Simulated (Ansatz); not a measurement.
Molecule: C$_{4}$H$_{7}$O, charge -1, multiplicity 1. It need not be the lowest isomer of its formula. Whether it binds its extra electron was not tested at this geometry. 
Coordinates optimised at B3LYP-D3(BJ)/def2-TZVP (Ansatz, a program for electronic structure):
```xyz
12

C     -2.0378    -0.1694     0.0286
C     -0.8016     0.2496    -0.7896
C      0.4119    -0.5984    -0.5622
C      1.4074    -0.2396     0.3236
O      1.5077     0.7998     1.0410
H     -2.3280    -1.1988    -0.2061
H     -2.9057     0.4796    -0.1617
H     -1.8032    -0.1292     1.0945
H     -0.5475     1.2790    -0.5146
H     -1.0885     0.2658    -1.8532
H      0.4934    -1.5535    -1.0751
H      2.2375    -0.9944     0.3859
```
Charge -1, spin multiplicity 1.

Total electronic energies in hartree. Correlated levels leave the core frozen unless marked. Spin-orbit coupling is left out. No relativistic terms. CBS marks a two-point X^-3 extrapolation of the correlation energy; Hartree-Fock from the larger set. The bracket is a focal-point correction in the basis named.

```json
[
 {"level": "RI-HF/cc-pVTZ", "program": "Ansatz", "energy (Eh)": "-230.45352"},
 {"level": "SVWN5/def2-TZVPD", "program": "Ansatz", "energy (Eh)": "…"},
 {"level": "B3LYP-D3(BJ)/def2-TZVPD", "program": "Ansatz + dftd3", "energy (Eh)": "-231.97981"},
 {"level": "PBE0/def2-TZVPD", "program": "Ansatz", "energy (Eh)": "…"},
 {"level": "CAM-B3LYP-D4/def2-TZVPD", "program": "Ansatz + dftd4", "energy (Eh)": "-231.84733"},
 {"level": "MP2/6-31G*", "program": "Ansatz", "energy (Eh)": "-231.06173"},
 {"level": "RI-MP2/cc-pVQZ", "program": "Ansatz", "energy (Eh)": "-231.46900"},
 {"level": "CCSD(T)/cc-pVDZ", "program": "Ansatz", "energy (Eh)": "-231.20619"},
 {"level": "RI-MP2/CBS(aug-cc-pVTZ,aug-cc-pVQZ)+[CCSD(T)-MP2]/aug-cc-pVDZ", "program": "Ansatz", "energy (Eh)": "-231.5953"}
]
```

Task: Complete the blanks.

Result: 
- SVWN5/def2-TZVPD, energy (Eh): -229.95717
- PBE0/def2-TZVPD, energy (Eh): -231.67871
